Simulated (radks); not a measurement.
Problem. Species: O II. Configuration: [He] 2s2 2p3 (the NIST ground configuration). All-electron calculation, scalar-relativistic Kohn-Sham, PBE, spin-polarised, spherical densities, finite nucleus; open shells are filled with parallel spins first; Fermi nuclear charge, rms radius 2.6991 fm. Program: a radial shooting solver on a logarithmic mesh with Libxc functionals. Some entries of the table are withheld. Estimate them.

| orbital | occ. | eigenvalue (eV) | <r> (bohr) | <1/r> (bohr^-1) |
|---|---|---|---|---|
| 1s up | 1 | (1) | 0.1998 | 7.626 |
| 1s down | 1 | (2) | 0.1991 | 7.646 |
| 2s up | 1 | -41.5731 | 1.073 | 1.356 |
| 2s down | 1 | -35.6860 | 1.112 | 1.308 |
| 2p up | 3 | -26.3618 | (3) | 1.230 |
| 2p down | 0 | -20.6006 | (4) | 1.166 |

Solution. 
(1) 1s up eigenvalue (eV): -533.3899
(2) 1s down eigenvalue (eV): -531.2126
(3) 2p up <r> (bohr): 1.085
(4) 2p down <r> (bohr): 1.168
